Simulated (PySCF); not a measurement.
# How far are cheaper levels from CCSD(T)/CBS for AuH?

PySCF; the state is a singlet (closed shell). The composite is CCSD(T) extrapolated to the basis-set limit from two correlation-consistent sets, with core-valence (CV) and scalar-relativistic (SR) terms as its label shows; it has no spin–orbit coupling and nothing beyond (T). Here it is CCSD(T)/CBS(TQ)+CV. It gives Re = 1.520 Å, ωe = 2327 cm⁻¹ and De = 3.21 eV to H + Au (5d10 6s1).

```
      level               basis                           relativity  Re (Å)  ωe (cm⁻¹)  De (eV)
   RHF-CCSD          def2-TZVPP  scalar-relativistic core potentials   1.524       2283     3.05
RHF-CCSD(T)          def2-TZVPP  scalar-relativistic core potentials   1.522       2289     3.16
     PBEsol          def2-TZVPP  scalar-relativistic core potentials   1.530       2288     3.43
       TPSS          def2-TZVPP  scalar-relativistic core potentials   1.541       2251     3.25
     r²SCAN          def2-TZVPP  scalar-relativistic core potentials   1.524       2322     3.26
       PBE0  cc-pVDZ/cc-pVDZ-PP  scalar-relativistic core potentials   1.545       2268     2.96
       PBE0          def2-TZVPP  scalar-relativistic core potentials   1.535       2254     2.98
  BHandHLYP          def2-TZVPP  scalar-relativistic core potentials   1.543       2211     2.80
     M06-2X          def2-TZVPP  scalar-relativistic core potentials   1.532       2239     2.75
    LC-ωPBE          def2-TZVPP  scalar-relativistic core potentials   1.538       2276     2.87
```

Q: Give the difference of each row from the composite.

A: 

| level | basis | ΔRe (pm) | Δωe (%) | ΔDe (eV) |
| --- | --- | --- | --- | --- |
| RHF-CCSD | def2-TZVPP | +0.4 | -1.9 | -0.16 |
| RHF-CCSD(T) | def2-TZVPP | +0.2 | -1.6 | -0.05 |
| PBEsol | def2-TZVPP | +1.0 | -1.7 | +0.22 |
| TPSS | def2-TZVPP | +2.1 | -3.3 | +0.04 |
| r²SCAN | def2-TZVPP | +0.4 | -0.2 | +0.05 |
| PBE0 | cc-pVDZ/cc-pVDZ-PP | +2.5 | -2.5 | -0.25 |
| PBE0 | def2-TZVPP | +1.5 | -3.1 | -0.23 |
| BHandHLYP | def2-TZVPP | +2.3 | -5.0 | -0.41 |
| M06-2X | def2-TZVPP | +1.2 | -3.8 | -0.46 |
| LC-ωPBE | def2-TZVPP | +1.8 | -2.2 | -0.34 |

Q: Which rows come closest in De?

A: RHF-CCSD(T) in def2-TZVPP (-0.05 eV); TPSS in def2-TZVPP (+0.04 eV); r²SCAN in def2-TZVPP (+0.05 eV), counted from the composite.

Correlated steps freeze the inner cores (0 to 4 orbitals); shallow outer-core shells are correlated. Spin–orbit coupling is left out. Where the molecule has an RHF reference, its open-shell atoms are computed with UHF. The CCSD T1 diagnostic is raised in AuH, a sign that a single reference may not be enough there.
